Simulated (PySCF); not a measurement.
# PBE beside CCSD(T) along the alkali metals: bonds to Bi

PBE and CCSD(T) in PySCF with def2-SVP on every atom (core potentials on Rb, Bi), for the lowest determinant that a PBE0 search found; no spin–orbit coupling.

```tsv
molecule	state (unpaired electrons)	PBE Re (Å)	PBE ωe (cm⁻¹)	PBE De (eV)	CCSD(T) Re (Å)	CCSD(T) ωe (cm⁻¹)	CCSD(T) De (eV)
LiBi	triplet (π ↑↑)	2.703	359	1.48	2.747	347	1.01
NaBi	triplet (π ↑↑)	3.007	180	1.22	3.063	174	0.79
KBi	triplet (π ↑↑)	3.425	124	1.13	?	?	?
RbBi	triplet (π ↑↑)	3.577	90.8	1.11	3.606	89.9	0.59
```

(1) Estimate the CCSD(T) values of KBi by adding the mean shift from PBE to CCSD(T) of the other rows, and compare with the calculation.

(2) What are the mean differences of PBE from CCSD(T) over the whole series?

In a basis of this size CCSD(T) is itself not converged; it tends to give bonds that are too long and too weak.

Correlated steps freeze the inner cores (4 to 9 orbitals); shallow outer-core shells are correlated. UHF and ROHF references stand side by side, which adds small steps between rows. Correlated levels converge slowly with the basis: in double zeta they bind strong bonds too weakly, by up to about 1 eV, and carry superposition errors of some tenths. These are scalar-relativistic numbers at best; spin–orbit coupling would shift them, the dissociation energy most. States were picked by a PBE0 search and need not be the measured ground states.

## Answers

(1) The mean shifts are +4.3 pm, -6 cm⁻¹ and -0.47 eV, which give 3.468 Å, 118 cm⁻¹ and 0.66 eV. CCSD(T)/def2-SVP gives Re = 3.497 Å, ωe = 119 cm⁻¹, De = 0.67 eV.

(2) Re -5.0 pm, ωe +6 cm⁻¹, De +0.47 eV.
